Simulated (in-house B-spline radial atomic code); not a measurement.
A run on H- that did not converge. Method: non-relativistic B3LYP, spin-polarised, spherical fractional occupations, exact exchange averaged over the configuration, point nucleus; computed with an all-electron radial atomic-structure program (B-spline basis).

Command:
```bash
python run_scf.py task.json out
```
Settings:
```
Z                1
configuration    1s2
hamiltonian      nr
method           b3lyp
spin_polarised   True
exact_exchange   averaged over the configuration
```

First and last ten iterations of the last attempt (damped for 15 steps, keeping 80 % of the old Fock matrix, then DIIS):
```
 iter        energy (Eh)    residual
    1          -0.419063    2.79e-02
    2          -0.034054    2.17e-03
    3          -0.035668    1.92e-03
    4          -0.531919    4.62e-03
    5          -0.534079    3.37e-03
    6          -0.535225    2.40e-03
    7          -0.535837    1.71e-03
    8          -0.536183    1.23e-03
    9          -0.536418    8.65e-04
   10          -0.536708    8.47e-04
  111          -0.537213    3.82e-04
  112          -0.537185    4.38e-04
  113          -0.537283    4.73e-05
  114          -0.537283    5.29e-05
  115          -0.537210    4.71e-04
  116          -0.537217    4.09e-04
  117          -0.537165    6.00e-04
  118          -0.537285    4.41e-05
  119          -0.537285    2.39e-05
  120          -0.537285    1.15e-05
 not converged after 120 iterations
```

The smallest residual met was 1.2e-05; the threshold is about 1e-07. No energy from this run should be used. Run time, properties included: 0.76 s on 1 thread of Arm Neoverse V1, with other jobs on the host.
